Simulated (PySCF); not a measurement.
Ga (SMILES [Ga-]), charge -1, triplet (in this run its highest filled SCF level lies above zero, so its values depend strongly on the basis, on diffuse functions most of all). Base run: B3LYP/def2-SV(P) in PySCF.

Geometry (Å):
```xyz
1

Ga     0.0000     0.0000     0.0000
```
Charge -1, spin multiplicity 3.
Orbitals are unrestricted.
All else is at PySCF's defaults.

Variants of this job, named by their change:

```
change                                                                                   basis functions       E (Eh)  HOMO (eV)
---------------------------------------------------------------------------------------  ---------------  -----------  ---------
base                                                                                                  32  -1924.60682       2.42
basis = cc-pVDZ-DK; relativity = spin-free X2C; nucleus = Gaussian (with nucmod='G')                  27  -1943.78562       2.37
basis = jorge-DZP-DKH; relativity = none                                                              43  -1920.37160       3.05
basis = cc-pVTZ-DK; relativity = none                                                                 43  -1913.92062       2.05
basis = cc-pVDZ-DK; relativity = spin-free X2C                                                        27  -1943.79527       2.37
basis = jorge-DZP-DKH; relativity = spin-free X2C                                                     43  -1943.74601       3.13
basis = jorge-DZP-DKH; relativity = spin-free X2C; nucleus = Gaussian (with nucmod='G')               43  -1943.73614       3.13
basis = cc-pVTZ-DK; relativity = spin-free X2C                                                        43  -1943.89154       2.14
basis = cc-pVTZ-DK; relativity = spin-free X2C; nucleus = Gaussian (with nucmod='G')                  43  -1943.88073       2.14
basis = cc-pVDZ-DK; relativity = none                                                                 27  -1914.91770       2.31
```

Absolute energies of different levels of theory aren't comparable as measures of quality.

Open shells are given as the SCF converged; they aren't shown to be the lowest states, and a large step between rows can be another state.

Basis sets contracted for a relativistic Hamiltonian are a mismatch without it, so the rows without relativity aren't non-relativistic limits. No row has spin-orbit coupling; sets with core potentials leave out the core electrons.
